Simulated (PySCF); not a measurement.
Working with the constants of SrO

BLYP constants of SrO, ¹Σ⁺ (singlet), closed shell (basis Sr def2-SVPD with ECP28, O def2-SVPD; scalar-relativistic core potentials; PySCF 2.14; masses 87.9056 and 15.9949 u):

| Item | Value |
| --- | --- |
| ωe | 631.2 cm⁻¹ |
| ωexe | 2.62 cm⁻¹ |
| Be | 0.31065 cm⁻¹ |
| αe | 0.00174 cm⁻¹ |
| D (centrifugal) | 3.01e-07 cm⁻¹ |
| De to Sr + O | 4.53 eV |

Q: Give the vibrational terms G(v) and spacings up to v = 6.

A: G(v) = ωe(v+½) − ωexe(v+½)².

| v | G(v) (cm⁻¹) | G(v) − G(v−1) | Bv (cm⁻¹) |
| --- | --- | --- | --- |
| 0 | 314.9 |  | 0.3098 |
| 1 | 940.9 | 626.0 | 0.3080 |
| 2 | 1561.6 | 620.7 | 0.3063 |
| 3 | 2177.1 | 615.5 | 0.3046 |
| 4 | 2787.3 | 610.2 | 0.3028 |
| 5 | 3392.3 | 605.0 | 0.3011 |
| 6 | 3992.1 | 599.8 | 0.2993 |

A state of this spin cannot dissociate to the ground-state fragments, so its own limit lies higher than the one that De refers to.
